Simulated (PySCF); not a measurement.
**r2SCAN on Ni (nickel, neutral)**

Configuration: [Ar] 3d8 4s1 5s1, high-spin 5F determinant (an excited configuration). Computed with PySCF 2.14 in aug-cc-pVTZ-DK (8s7p5d3f2g, 93 functions), with the spin-free X2C one-electron Hamiltonian (Gaussian nucleus).

| Property | Result |
| --- | --- |
| Total energy | -1520.327 hartree |
| One-electron energy | -2103.132 hartree |
| Hartree (Coulomb) energy | 646.496 hartree |
| Exchange-correlation energy | -63.690 hartree |
| ⟨S²⟩ | 6.0011 |
| ⟨L²⟩ | 12.020 |
| Sum of ⟨r⟩ | 26.26 bohr |
| Sum of ⟨r²⟩ | 91.06 bohr² |
| Langevin diamagnetic susceptibility | -72.1 ×10⁻⁶ cm³/mol |

```json
{"shell": "1s α", "electrons": "1", "mean orbital energy (hartree)": "-302.66998", "spread (hartree)": "0", "rms radius, mean of both spins (bohr)": "0.0624"}
{"shell": "1s β", "electrons": "1", "mean orbital energy (hartree)": "-302.66756", "spread (hartree)": "0", "rms radius, mean of both spins (bohr)": "0.0624"}
{"shell": "2s α", "electrons": "1", "mean orbital energy (hartree)": "-36.62250", "spread (hartree)": "0", "rms radius, mean of both spins (bohr)": "0.265"}
{"shell": "2s β", "electrons": "1", "mean orbital energy (hartree)": "-36.56964", "spread (hartree)": "0", "rms radius, mean of both spins (bohr)": "0.265"}
{"shell": "2p α", "electrons": "3", "mean orbital energy (hartree)": "-31.47085", "spread (hartree)": "0", "rms radius, mean of both spins (bohr)": "0.238"}
{"shell": "2p β", "electrons": "3", "mean orbital energy (hartree)": "-31.42980", "spread (hartree)": "0", "rms radius, mean of both spins (bohr)": "0.238"}
{"shell": "3s α", "electrons": "1", "mean orbital energy (hartree)": "-4.44630", "spread (hartree)": "0", "rms radius, mean of both spins (bohr)": "0.796"}
{"shell": "3s β", "electrons": "1", "mean orbital energy (hartree)": "-4.31283", "spread (hartree)": "0", "rms radius, mean of both spins (bohr)": "0.796"}
{"shell": "3p α", "electrons": "3", "mean orbital energy (hartree)": "-2.93496", "spread (hartree)": "0", "rms radius, mean of both spins (bohr)": "0.847"}
{"shell": "3p β", "electrons": "3", "mean orbital energy (hartree)": "-2.80762", "spread (hartree)": "0", "rms radius, mean of both spins (bohr)": "0.847"}
{"shell": "3d α", "electrons": "5", "mean orbital energy (hartree)": "-0.55855", "spread (hartree)": "0.05492", "rms radius, mean of both spins (bohr)": "1.14"}
{"shell": "3d β", "electrons": "3", "mean orbital energy (hartree)": "-0.49150", "spread (hartree)": "0", "rms radius, mean of both spins (bohr)": "1.14"}
{"shell": "4s α", "electrons": "1", "mean orbital energy (hartree)": "-0.37623", "spread (hartree)": "0", "rms radius, mean of both spins (bohr)": "2.71"}
{"shell": "5s α", "electrons": "1", "mean orbital energy (hartree)": "-0.06134", "spread (hartree)": "0", "rms radius, mean of both spins (bohr)": "8.20"}
```

The outer electron is Rydberg-like, and this basis confines it to a smaller radius and binds it less than a complete one would.

Densities and radii are taken from the X2C orbitals without a picture-change correction, which distorts them close to the nucleus.
